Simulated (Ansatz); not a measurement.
Geometry optimisation, RKS PBE/def2-SVP in Ansatz.

Input:

```yaml
crystal:
  periodic: [false, false, false]
  atoms:
    - { symbol: Ta, position_ang: [-0.477341, -0.415284, 0.163451] }
    - { symbol: "N", position_ang: [2.826259, 0.040667, 0.202429] }
    - { symbol: H, position_ang: [3.351706, 0.366718, 1.021299] }
    - { symbol: H, position_ang: [3.398436, 0.214057, -0.631744] }
    - { symbol: F, position_ang: [-0.328687, -0.191606, 2.041714] }
    - { symbol: F, position_ang: [-0.236084, -0.532068, -1.715382] }
    - { symbol: F, position_ang: [-0.500834, 1.453564, -0.007106] }
    - { symbol: F, position_ang: [-2.22577, -1.052906, 0.178214] }
    - { symbol: F, position_ang: [0.759968, -1.86758, 0.325259] }
    - { symbol: H, position_ang: [2.700948, -0.991162, 0.294066] }
basis:
  gaussian: { orbitals: def2-SVP }
hamiltonian:
  xc: pbe
relax:
  f_tol: 0.03
  max_steps: 50
output:
  orbitals: {}
```

Run as:

```bash
$ ansatz run input.yaml --threads 4 --pin off --max-ram 5120MiB --backend cpu --events-out ev --progress --plain --runs-dir out
```

Question: Where does it end, and by what steps?

Answer: The run converged. After 7 steps the energy has fallen by 0.995 eV; H4 moved furthest, 0.81 Å. Joined: Ta1–N2.

| step | energy less start (eV) | largest force component (eV/Å) | accepted |
| --- | --- | --- | --- |
| 0 | 0.0000 | 0.912 | yes |
| 1 | -0.2227 | 0.970 | yes |
| 2 | -0.4942 | 1.851 | yes |
| 3 | -0.8154 | 1.262 | yes |
| 4 | -0.9420 | 0.903 | yes |
| 5 | -0.9643 | 0.556 | yes |
| 6 | -0.9943 | 0.052 | yes |
| 7 | -0.9953 | 0.023 | yes |

```xyz
10
Properties=species:S:1:pos:R:3
Ta -0.060 -0.448 0.176
N 2.268 -0.085 0.201
H 2.561 0.514 0.987
H 2.602 0.361 -0.666
F 0.210 -0.233 2.051
F 0.303 -0.572 -1.691
F -0.020 1.449 0.006
F -1.916 -0.736 0.156
F 0.547 -2.247 0.354
H 2.774 -0.977 0.296
```

Run time: 18 s on 4 threads of Arm Neoverse V1, with other jobs on the host, peak memory 0.19 GiB.
